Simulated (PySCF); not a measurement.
Isomers of C5H10OSi3, mass 170.004 u with the commonest isotopes. Theory: PBE0/pcSseg-1 in PySCF (dipole) on a GFN2-xTB geometry, gas phase. One conformer each, none proved a minimum here; rigid rotors.

Question: Order these by out-of-plane moment Σ m c² = (Ia + Ib − Ic)/2, smallest first.
A. `[CH:1]#[C:2][Si@@H:3]([O:4][SiH3:5])[SiH2:6][C:7]#[C:8][CH3:9]` with C2–Si3–O4–Si5 82°, C2–Si3–Si6–C7 -162°
B. `[CH:1]#[C:2][Si@@H:3]1[CH:4]=[CH:5][Si@H:6]([O:7][SiH3:8])[CH2:9]1` with C5–Si6–O7–Si8 -69°, C2–Si3–C4–C5 -107°, C4–C5–Si6–O7 106°, C5–Si6–C9–Si3 14°, C2–Si3–C9–Si6 101°
C. `[CH:1]#[C:2][Si@@H:3]1[CH:4]=[CH:5][Si@@H:6]([O:7][SiH3:8])[CH2:9]1` with C5–Si6–O7–Si8 90°
D. `[CH:1]#[C:2][C@@H:3]1[CH:4]=[CH:5][SiH2:6][Si@H:7]1[O:8][SiH3:9]` with Si6–Si7–O8–Si9 49°

Answer: A (43.10 u·Å²), C (80.52 u·Å²), B (93.41 u·Å²), D (97.63 u·Å²).

Question: Order these by dipole moment, smallest first.
A. `[CH:1]#[C:2][Si@@H:3]1[CH:4]=[CH:5][Si@H:6]([O:7][SiH3:8])[CH2:9]1` with C5–Si6–O7–Si8 -69°, C2–Si3–C4–C5 -107°, C4–C5–Si6–O7 106°, C5–Si6–C9–Si3 14°, C2–Si3–C9–Si6 101°
B. `[CH:1]#[C:2][C@@H:3]1[CH:4]=[CH:5][SiH2:6][Si@H:7]1[O:8][SiH3:9]` with Si6–Si7–O8–Si9 49°
C. `[CH:1]#[C:2][Si@@H:3]([O:4][SiH3:5])[SiH2:6][C:7]#[C:8][CH3:9]` with C2–Si3–O4–Si5 82°, C2–Si3–Si6–C7 -162°
D. `[CH:1]#[C:2][Si@@H:3]1[CH:4]=[CH:5][Si@@H:6]([O:7][SiH3:8])[CH2:9]1` with C5–Si6–O7–Si8 90°

Answer: D (0.33 D), A (0.56 D), B (0.88 D), C (1.21 D).

Question: Order these by radius of gyration √(Σ m r²/M), smallest first.
A. `[CH:1]#[C:2][Si@@H:3]1[CH:4]=[CH:5][Si@H:6]([O:7][SiH3:8])[CH2:9]1` with C5–Si6–O7–Si8 -69°, C2–Si3–C4–C5 -107°, C4–C5–Si6–O7 106°, C5–Si6–C9–Si3 14°, C2–Si3–C9–Si6 101°
B. `[CH:1]#[C:2][Si@@H:3]([O:4][SiH3:5])[SiH2:6][C:7]#[C:8][CH3:9]` with C2–Si3–O4–Si5 82°, C2–Si3–Si6–C7 -162°
C. `[CH:1]#[C:2][C@@H:3]1[CH:4]=[CH:5][SiH2:6][Si@H:7]1[O:8][SiH3:9]` with Si6–Si7–O8–Si9 49°
D. `[CH:1]#[C:2][Si@@H:3]1[CH:4]=[CH:5][Si@@H:6]([O:7][SiH3:8])[CH2:9]1` with C5–Si6–O7–Si8 90°

Answer: A (2.349 Å), C (2.410 Å), D (2.642 Å), B (2.706 Å).

```tsv
SMILES	point group	Ia (u·Å²)	Ib (u·Å²)	Ic (u·Å²)	κ	μa (D)	μb (D)	μc (D)
C#C[Si@@H](O[SiH3])[SiH2]C#CC	C1	393.05	894.68	1201.53	-0.67	1.06	0.47	0.36
C#C[C@@H]1C=C[SiH2][Si@H]1O[SiH3]	C1	391.97	693.43	890.13	-0.55	0.49	0.36	0.64
C#C[Si@@H]1C=C[Si@@H](O[SiH3])C1	C1	204.37	1062.44	1105.77	-0.98	0.23	0.20	0.13
C#C[Si@@H]1C=C[Si@H](O[SiH3])C1	C1	408.51	622.79	844.48	-0.33	0.45	0.31	0.11
```
